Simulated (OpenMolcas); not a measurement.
## What dynamic correlation does to the levels of Kr VI

```yaml
Program: OpenMolcas
Basis: ANO-RCC-VTZP [6s5p3d1f]
Scalar_Hamiltonian: DKH2, point nucleus
Active_space: 3 electrons in 9 orbitals (RAS2 4s 4p; RAS3 4d, at most 2 electrons)
State_averaging: 2S+1 = 4 odd, 1 root; 2S+1 = 2 odd, 11 roots; 2S+1 = 4 even, 3 roots; 2S+1 = 2 even, 9 roots
Spin-orbit_coupling: RASSI with atomic mean-field integrals over the reference wave functions, term energies averaged over their components
```

Methods on the same reference wave functions:
A. RASSCF
B. SS-RASPT2, IPEA 0.25 Eh, imaginary shift 0.1 Eh (closed shells correlated: 3d)
C. MS-RASPT2, IPEA 0.25 Eh, imaginary shift 0.1 Eh (closed shells correlated: 3d)
D. XMS-RASPT2, IPEA 0.25 Eh, imaginary shift 0.1 Eh (closed shells correlated: 3d)

Energies in cm-1 above 4s2 4p 2P* 1/2, the measured ground level; measured values from Saloman, J. Phys. Chem. Ref. Data 36, 215 (2007).

```json
{"Level": "4s2 4p 2P* 1/2", "A": "0.0", "B": "0.0", "C": "0.0", "D": "0.0", "Measured": "0.0"}
{"Level": "4s2 4p 2P* 3/2", "A": "7334", "B": "7330", "C": "7350", "D": "7350", "Measured": "8110"}
{"Level": "4s 4p2 4P 1/2", "A": "102742", "B": "104470", "C": "104490", "D": "104700", "Measured": "107836"}
{"Level": "4s 4p2 4P 3/2", "A": "105701", "B": "107450", "C": "107470", "D": "107680", "Measured": "111193"}
{"Level": "4s 4p2 4P 5/2", "A": "109679", "B": "111410", "C": "111430", "D": "111640", "Measured": "115479"}
{"Level": "4s 4p2 2D 3/2", "A": "140289", "B": "140020", "C": "140040", "D": "140150", "Measured": "141672"}
{"Level": "4s 4p2 2D 5/2", "A": "140953", "B": "140710", "C": "140730", "D": "140840", "Measured": "142727"}
{"Level": "4s 4p2 2S 1/2", "A": "172589", "B": "171110", "C": "171130", "D": "171370", "Measured": "170084"}
{"Level": "4s 4p2 2P 1/2", "A": "184441", "B": "182900", "C": "182920", "D": "183070", "Measured": "180339"}
{"Level": "4s 4p2 2P 3/2", "A": "188121", "B": "186580", "C": "186600", "D": "186730", "Measured": "183817"}
```

Deviations, from unrounded energies. A percentage is the sum of absolute deviations over the sum of measured energies, with the sign that they share, or ± where signs differ.

| Against measurement | Levels | A | B | C | D |
| --- | --- | --- | --- | --- | --- |
| mean absolute deviation (cm-1) | 9 | 3500 | 2400 | 2400 | 2400 |
| fine structure of the ground term (%) | 1 | -9.6 | -9.6 | -9.4 | -9.4 |
| other configurations (%) | 8 | ±2.6 | ±1.8 | ±1.8 | ±1.8 |

B, C, D lie about equally close to measurement and A furthest from it. The largest miss of D in the table is 4s 4p2 4P 5/2, by -3800 cm-1. The ranking rests on the paired levels alone, and a cruder setting can come out closer through cancelling errors.

Among B to D the level of the table that moves most is 4s 4p2 2S 1/2, by 260 cm-1 (lowest in B, highest in D). Moves below CASPT2's spread within the term are not significant.

The lowest spin-free term lies below A's lowest term by 0.054 hartree in B, 0.054 hartree in C, 0.055 hartree in D.

CASPT2 does not keep the components of a term degenerate, so their means are used; among the terms shown or strongly mixed into the levels shown the widest spread is 12 cm-1 (4s 4p2 2P, D). Active for correlation alone: 4d; no level in the range computed is led by a configuration that fills it, so any true level of that kind is missing. Computed and measured levels are paired by configuration, term and J; levels that our copy of the source lacks, or whose pairing is in doubt (as where it misses far off the trend of its configuration), stay unpaired and out of the deviations. Levels of configurations outside the active space are missing. Levels that lie high or do not pair safely by name in every column are left out.

* marks odd parity.
